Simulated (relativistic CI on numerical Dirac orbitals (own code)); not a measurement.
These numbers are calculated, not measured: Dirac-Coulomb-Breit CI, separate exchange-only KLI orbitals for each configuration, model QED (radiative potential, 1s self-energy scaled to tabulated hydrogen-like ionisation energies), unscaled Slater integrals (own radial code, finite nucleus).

The strongest absorption lines from the ground level of an ion, among the configurations computed and to levels below about 964 eV (vacuum wavelength in nm, gf): 2.5513 (0.044), 2.5694 (0.054), 2.7325 (0.013), 2.8373 (0.027), 2.9461 (1.6), 3.0272 (1.8), 3.0290 (0.02), 3.2924 (0.48).

(1) Which ion is it?
A. Gd40+
B. Hf48+
C. Hf46+
D. Er44+

Answers

(1) B. Hf48+ has 24 electrons and the ground level 3s²3p⁶3d⁶ ³F4; the strongest line goes to 3s²3p⁵3d⁷ ³F°4. The pattern of lines fixes the number of electrons, and along that sequence the line energies rise steadily with the charge (about as its square where n changes within one kind of shell, about linearly where n is kept but much faster in heavy ions where fine structure, which grows about as Z⁴, sets the gap, and irregularly where shells cross), which fixes Z. Configurations outside the model, such as inner-shell arrays, can give stronger lines. At this charge energies of transitions that change n are usually good to better than 1 %, and those within a shell (Δn = 0) to a few per cent.

LS names give the leading component of a level, which can be under half, so a name can repeat, a term be missing and a line seem to break the LS rules.
